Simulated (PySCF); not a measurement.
Potential energy curve for SMILES SS, singlet. The S1–S3 bond (S1 also carries H; S3 carries H) is stretched with both fragments frozen at the PBE0/def2-TZVP optimised geometry.

- UKS-BLYP = unrestricted BLYP/6-31G (PySCF)
- CASSCF(2,2)/6-31G (PySCF)
- RKS-CAM-B3LYP = restricted CAM-B3LYP/6-31G run with PySCF

Energies are in kJ/mol, each relative to the lowest point of its own curve near equilibrium.

```json
[
 {"R / Å": "1.54", "UKS-BLYP": "950.2", "CASSCF(2,2)": "979.5", "RKS-CAM-B3LYP": "908.4"},
 {"R / Å": "1.64", "UKS-BLYP": "588.6", "CASSCF(2,2)": "606.6", "RKS-CAM-B3LYP": "549.7"},
 {"R / Å": "1.72", "UKS-BLYP": "390.4", "CASSCF(2,2)": "402.7", "RKS-CAM-B3LYP": "355.0"},
 {"R / Å": "1.83", "UKS-BLYP": "209.4", "CASSCF(2,2)": "217.1", "RKS-CAM-B3LYP": "179.9"},
 {"R / Å": "1.91", "UKS-BLYP": "124.8", "CASSCF(2,2)": "130.6", "RKS-CAM-B3LYP": "100.2"},
 {"R / Å": "1.97", "UKS-BLYP": "80.1", "CASSCF(2,2)": "85.0", "RKS-CAM-B3LYP": "59.5"},
 {"R / Å": "2.05", "UKS-BLYP": "39.6", "CASSCF(2,2)": "43.3", "RKS-CAM-B3LYP": "24.4"},
 {"R / Å": "2.10", "UKS-BLYP": "22.8", "CASSCF(2,2)": "25.9", "RKS-CAM-B3LYP": "11.1"},
 {"R / Å": "2.18", "UKS-BLYP": "6.6", "CASSCF(2,2)": "8.4", "RKS-CAM-B3LYP": "0.4"},
 {"R / Å": "2.27", "UKS-BLYP": "0.0", "CASSCF(2,2)": "0.0", "RKS-CAM-B3LYP": "0.0"},
 {"R / Å": "2.40", "UKS-BLYP": "5.2", "CASSCF(2,2)": "1.7", "RKS-CAM-B3LYP": "14.1"},
 {"R / Å": "2.52", "UKS-BLYP": "19.6", "CASSCF(2,2)": "11.6", "RKS-CAM-B3LYP": "36.6"},
 {"R / Å": "2.79", "UKS-BLYP": "66.5", "CASSCF(2,2)": "43.5", "RKS-CAM-B3LYP": "101.1"},
 {"R / Å": "3.06", "UKS-BLYP": "113.9", "CASSCF(2,2)": "71.7", "RKS-CAM-B3LYP": "167.1"},
 {"R / Å": "3.35", "UKS-BLYP": "147.7", "CASSCF(2,2)": "91.0", "RKS-CAM-B3LYP": "229.3"},
 {"R / Å": "3.64", "UKS-BLYP": "169.2", "CASSCF(2,2)": "101.1", "RKS-CAM-B3LYP": "279.6"},
 {"R / Å": "4.13", "UKS-BLYP": "186.1", "CASSCF(2,2)": "107.4", "RKS-CAM-B3LYP": "340.7"},
 {"R / Å": "4.53", "UKS-BLYP": "190.7", "CASSCF(2,2)": "108.8", "RKS-CAM-B3LYP": "373.8"},
 {"R / Å": "5.00", "UKS-BLYP": "192.7", "CASSCF(2,2)": "109.4", "RKS-CAM-B3LYP": "400.1"},
 {"R / Å": "5.54", "UKS-BLYP": "193.4", "CASSCF(2,2)": "109.8", "RKS-CAM-B3LYP": "419.3"},
 {"R / Å": "6.09", "UKS-BLYP": "193.6", "CASSCF(2,2)": "110.1", "RKS-CAM-B3LYP": "431.8"},
 {"R / Å": "7.10", "UKS-BLYP": "193.8", "CASSCF(2,2)": "110.3", "RKS-CAM-B3LYP": "445.8"}
]
```

At the longest distance, 7.10 Å, RKS-CAM-B3LYP lies highest above its minimum (445.8 kJ/mol) and CASSCF(2,2) lowest (110.3 kJ/mol).

The unrestricted determinant behind UKS-BLYP is spin-contaminated at 3.06 to 7.10 Å (<S²> up to 1.0, against 0.00 for a pure singlet). The restricted form behind RKS-CAM-B3LYP keeps the bonding electrons paired and can't separate into open-shell fragments.
